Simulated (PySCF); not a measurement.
Species: C5H6F2O2.
SMILES with atom numbers: `[F:1][CH:2]([F:3])[O:4][C:5]1=[CH:6][O:7][CH2:8][CH2:9]1`

Structure used (GFN2-xTB), in Å, numbered top down from 1:
```
atom  x, y, z in Å
F1     3.4427    0.1470   -1.0679
C2     2.4219    0.2431   -0.2090
F3     2.8203   -0.3929    0.9246
O4     1.3476   -0.3471   -0.7674
C5     0.1371   -0.1329   -0.1343
C6    -0.1319    0.3562    1.0714
O7    -1.4655    0.4328    1.3396
C8    -2.1785   -0.0854    0.2102
C9    -1.1388   -0.4898   -0.8497
H10    2.2723    1.3085    0.0572
H11    0.5128    0.6911    1.8618
H12   -2.8554    0.6969   -0.1449
H13   -2.7744   -0.9352    0.5543
H14   -1.2430    0.0692   -1.7805
H15   -1.1717   -1.5535   -1.0874
```

Probes without a nucleus sit at each ring's centroid and 1 Å off its mean plane on both sides; NICS is minus the shielding there, NICSzz its component along the normal. Level: GIAO PBE0/pcSseg-1 (PySCF, non-relativistic, gas phase) on the GFN2-xTB geometry, one conformer.

Ring bond lengths (Å), with Mayer bond orders in brackets: C5–C6 1.329 (1.72), C6–O7 1.363 (1.00), O7–C8 1.433 (0.89), C8–C9 1.539 (1.04), C9–C5 1.506 (1.07).

**Question.** Give the NICS values of each ring in ppm.

**Answer.** 
```json
{"ring": "C5–C6–O7–C8–C9", "type": "5-membered ring with O; formal bonds 1 double, 4 single", "NICS(0)": "-5.1", "NICS(1), two faces": "-1.6 / -1.7", "NICS(1)zz, two faces": "-1.1 / -0.9", "rms pucker (Å)": "0.01", "centre to ring atoms, mean (Å)": "1.22"}
```

**Question.** What do they say, and how far can they be read as aromaticity?

**Answer.** 
- C5–C6–O7–C8–C9: mean NICS(1)zz -1.0 ppm, near zero. C8, C9 have four or more neighbours, so the value isn't read as a sign of a π ring current.

**Question.** At the second NICS(1) probe listed for ring C5–C6–O7–C8–C9, 1 Å off the ring, how large is the induced field along the normal in 1 T applied along it?

**Answer.** NICSzz × B0 = -0.9 ppm × 1 T = -1 μT, against the applied field.
